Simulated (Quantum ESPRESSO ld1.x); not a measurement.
Co2+, 25 electrons, occupied as [Ne] 3s1 3p6 3d7 4f1 (not the ground configuration). All-electron calculation, scalar-relativistic Kohn-Sham, LDA (Slater exchange, Hedin-Lundqvist correlation), spin-unpolarised, spherical densities, point nucleus. Program: ld1.x of Quantum ESPRESSO 7.5.

Normalised radial functions P(r) = r R(r), r in bohr:

r	2p	3s	4s
0.002499	0.0041	0.0806	0.0285
0.002886	0.0054	0.0918	0.0325
0.003333	0.0071	0.1044	0.0370
0.003849	0.0093	0.1185	0.0420
0.004481	0.0123	0.1351	0.0479
0.005175	0.0161	0.1526	0.0541
0.005977	0.0211	0.1718	0.0608
0.006903	0.0276	0.1926	0.0682
0.008036	0.0365	0.2164	0.0767
0.009281	0.0475	0.2404	0.0851
0.01072	0.0618	0.2654	0.0940
0.01248	0.0813	0.2922	0.1035
0.01441	0.1052	0.3174	0.1124
0.01664	0.1355	0.3412	0.1208
0.01922	0.1739	0.3621	0.1282
0.02237	0.2251	0.3792	0.1342
0.02584	0.2859	0.3884	0.1374
0.02984	0.3606	0.3880	0.1372
0.03446	0.4514	0.3751	0.1325
0.04012	0.5668	0.3446	0.1216
0.04634	0.6960	0.2965	0.1044
0.05351	0.8448	0.2273	0.0797
0.0618	1.0121	0.1357	0.0470
0.07195	1.2048	0.0153	0.0041
0.08309	1.3962	-0.1178	-0.0432
0.09596	1.5866	-0.2625	-0.0945
0.1117	1.7723	-0.4157	-0.1485
0.129	1.9175	-0.5454	-0.1937
0.149	2.0157	-0.6412	-0.2262
0.1721	2.0510	-0.6830	-0.2385
0.2003	2.0069	-0.6482	-0.2221
0.2313	1.8835	-0.5273	-0.1743
0.2672	1.6861	-0.3187	-0.0947
0.3086	1.4309	-0.0342	0.0114
0.3592	1.1268	0.3182	0.1386
0.4149	0.8373	0.6587	0.2548
0.4791	0.5757	0.9577	0.3447
0.5578	0.3523	1.1800	0.3878
0.6441	0.1996	1.2719	0.3633
0.7439	0.1010	1.2419	0.2699
0.8591	0.0449	1.1081	0.1143
1	0.0163	0.8936	-0.0969
1.155	0.0053	0.6653	-0.3135
1.334	0.0014	0.4512	-0.5143
1.541	0.0003	0.2766	-0.6696
1.793	0.0000	0.1460	-0.7590
2.071	0.0000	0.0700	-0.7625
2.392	0.0000	0.0291	-0.6931
2.763	0.0000	0.0103	-0.5716
3.216	0.0000	0.0028	-0.4188
3.714	0.0000	0.0007	-0.2798
4.289	0.0000	0.0001	-0.1661
4.994	0.0000	0.0000	-0.0827
5.767	0.0000	0.0000	-0.0365
6.66	0.0000	0.0000	-0.0134
7.692	0.0000	0.0000	-0.0040
8.955	0.0000	0.0000	-0.0009
10.34	0.0000	0.0000	-0.0002
11.94	0.0000	0.0000	0.0000
13.79	0.0000	0.0000	0.0000
16.06	0.0000	0.0000	0.0000
18.54	0.0000	0.0000	0.0000

2p: eigenvalue -805.96 eV, 0 radial nodes, <r> = 0.225 bohr, 90 % of the charge inside 0.369 bohr. 3s: eigenvalue -136.44 eV, 2 radial nodes at r = 0.0732, 0.313 bohr, <r> = 0.768 bohr, 90 % of the charge inside 1.15 bohr. 4s (empty): eigenvalue -27.986 eV, 3 radial nodes at r = 0.0729, 0.304, 0.936 bohr, <r> = 2.20 bohr, 90 % of the charge inside 3.23 bohr.
